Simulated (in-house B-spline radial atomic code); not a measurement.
Ionising K7+ with different functionals

Computed with an all-electron radial atomic-structure program (B-spline basis): four-component Dirac-Coulomb Hamiltonian, Fermi nucleus of rms radius 3.4349 fm, spin-restricted, spherical fractional occupations for the functionals, and exact exchange of hybrids averaged over the configuration. The ionisation energy is the difference of two self-consistent energies, [Ne] 3s2 → [Ne] 3s1, without Breit or QED terms; ε is the level of the shell that loses the electron (mean over j).

```tsv
method	rung	ΔSCF (eV)	-ε(3s) (eV)
B97-1	global hybrid	?	?
wB97X	range-separated hybrid	155.47	150.69
LC-wPBE	range-separated hybrid	?	?
HSE06	range-separated hybrid	155.37	147.53
```

**Question.** What does B97-1 give?

**Answer.** ΔSCF 155.28 eV, and -ε(3s) = 147.49 eV.

**Question.** What does LC-wPBE give?

**Answer.** ΔSCF 155.81 eV, and -ε(3s) = 151.20 eV.

**Question.** Among the functionals, which spreads more, the ΔSCF values or the orbital energies?

**Answer.** The orbital energies: ΔSCF values span about 0.53 eV and the orbital energies 3.72 eV; here energy differences depend much less on the functional than eigenvalues do.

**Question.** How do they compare with the NIST value?

**Answer.** NIST lists 154.87 eV ± 0.05 (semi-empirical, ground level to ground level). Errors run from +0.41 to +0.94 eV; B97-1 is closest (+0.41 eV), but part of that can be cancellation, since the calculations leave out Breit-QED terms, spin polarisation, the near-degeneracy of s² and p².
